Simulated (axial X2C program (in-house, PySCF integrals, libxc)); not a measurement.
## GaRu⁺ with a deliberately poor setting

Computed with an axial X2C code built on PySCF integrals.

Input:
```json
{"zs": [44, 31], "q": 1, "bas": ["dyall-v3z", "dyall-v3z"], "levels": ["PBE0", "HF", "BLYP", "r2SCAN"], "cc": false, "r0": 2.49, "npts": 10, "nst": 2, "ntry": 6, "opt": {"nrad": 30, "nth": 14}}
```
```bash
python so2c.py task.json out
```

Keys: zs atomic numbers; q charge; bas basis sets; levels methods; cc coupled cluster on or off; r0 starting distance in Å; npts points on the curve; nst determinants followed; ntry starts of the search; nrad radial grid points; nth angular grid points. HF also brings MP2.

Question: One numerical setting was spoiled on purpose. Which, and what came out?

Answer: Integration grid too coarse. The grid acts on the functional rows and the state search only. States: spin-free M_S = 2, Λ = 0; 2c Ω = 2. The apparent results, which are not to be taken for properties of GaRu⁺:

```
Hamiltonian   level  points converged  Re (Å)  ωe (cm⁻¹)  De (eV)  curve-fit residual (μEh)
  spin-free    PBE0          10 of 10   2.516        123     1.55                       6.9
  spin-free      HF          10 of 10   2.781        107     0.86                     0.047
  spin-free     MP2          10 of 10   2.455        194     1.32                     0.047
  spin-free    BLYP          10 of 10   2.590        146     1.46                        25
  spin-free  r2SCAN          10 of 10   2.397        181     1.83                     0.067
         2c    PBE0          10 of 10   2.520        123     1.43                       6.9
         2c      HF          10 of 10   2.787        106     0.76                     0.046
         2c     MP2          10 of 10   2.458        192     1.21                     0.038
         2c    BLYP          10 of 10   2.593        147     1.38                        25
         2c  r2SCAN          10 of 10   2.398        179     1.83                     0.039
```
